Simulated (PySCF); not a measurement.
GeOF, SMILES [O]=[Ge][F], multiplicity 2. Atoms are numbered in the order given.

```xyz
3

Ge     0.2963     0.0619     0.0000
O     -0.6284     1.4671     0.0000
F     -0.4948    -1.5244     0.0000
```
Charge 0, spin multiplicity 2.

The structure is a stationary point at PBE-D3(BJ)/def2-TZVP.

These are PBE-D3(BJ)/def2-TZVP in PySCF 2.14.0 values and carry that method's errors.

Frequencies are harmonic and unscaled.

Computed harmonic wavenumbers and intensities:
| mode | ν (cm⁻¹) | IR (km/mol) | moving atoms (share of kinetic energy) |
|---|---|---|---|
| 1 | 193 | 12.1 | O 44 %, F 35 %, Ge 22 % |
| 2 | 622 | 74.4 | F 79 %, Ge 18 % |
| 3 | 805 | 18.0 | O 81 %, Ge 19 % |
